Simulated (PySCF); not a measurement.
**Tm⁺ (thulium, charge +1): UHF calculation**

Configuration: [Xe] 4f13 6s1, high-spin 3F determinant. All numbers are calculated (PySCF 2.14, the spin-free X2C one-electron Hamiltonian (Gaussian nucleus), in cc-pwCVTZ-X2C with one added diffuse shell of g type (12s11p9d7f5g1h, 195 functions)).

```
Total energy                                                  : -13561.965163 hartree
One-electron energy                                           : -18605.7000 hartree
Hartree (Coulomb) energy                                      : 5328.7061 hartree
Exchange energy                                               : -284.9713 hartree
⟨S²⟩                                                          : 2.0011
⟨L²⟩                                                          : 12.020
Sum of ⟨r⟩                                                    : 39.59 bohr
Sum of ⟨r²⟩                                                   : 52.51 bohr²
Traceless quadrupole moment −½Σ⟨3z² − r²⟩ along its main axis : -0.191 e·bohr²
Langevin diamagnetic susceptibility                           : -41.6 ×10⁻⁶ cm³/mol
```

```tsv
shell	electrons	mean orbital energy (eV)	spread (eV)	rms radius, mean of both spins (bohr)
1s α	1	-59690.6	0	0.0227
1s β	1	-59690.6	0	0.0227
2s α	1	-10205.6	0	0.0917
2s β	1	-10205.6	0	0.0917
2p α	3	-9027.2	0.335	0.0829
2p β	3	-9027.2	0.311	0.0829
3s α	1	-2354.4	0	0.235
3s β	1	-2353.6	0	0.235
3p α	3	-1989.2	2.004	0.236
3p β	3	-1988.3	0.950	0.236
3d α	5	-1526.9	1.580	0.216
3d β	5	-1525.9	0.343	0.216
4s α	1	-497.00	0	0.530
4s β	1	-494.91	0	0.530
4p α	3	-374.19	3.218	0.564
4p β	3	-371.96	0.655	0.564
4d α	5	-206.20	2.769	0.619
4d β	5	-203.35	2.035	0.619
5s α	1	-71.489	0	1.34
5s β	1	-70.610	0	1.34
5p α	3	-40.187	1.282	1.59
5p β	3	-39.609	0.595	1.59
4f α	7	-20.789	3.432	0.889
4f β	6	-19.375	2.807	0.889
6s α	1	-11.198	0	4.04
```

Spin-orbit coupling, absent here, splits the open shell strongly.

Densities and radii are taken from the X2C orbitals without a picture-change correction, which distorts them close to the nucleus.

Spin-orbit constants ζ (cm⁻¹) from the X2C one-electron operator on these orbitals: bare nucleus, nucleus screened by l(l+1)(2l+1)/3 electrons, and screened by the Breit-Pauli mean field of the electrons.

```
shell     bare  screened nucleus  mean field
   2p  5019000           4874000         n/a
   3p  1070000           1039000         n/a
   3d   167700            143400         n/a
   4p   236000            229100         n/a
   4d    31280             26740         n/a
   4f     4718              2803         n/a
   5p    27170             26380         n/a
```

To first order the Landé constant is A = -1402 cm⁻¹, so the lowest level has J = 4 and lies 0.521 eV below the centre of the term. This holds in LS coupling only.
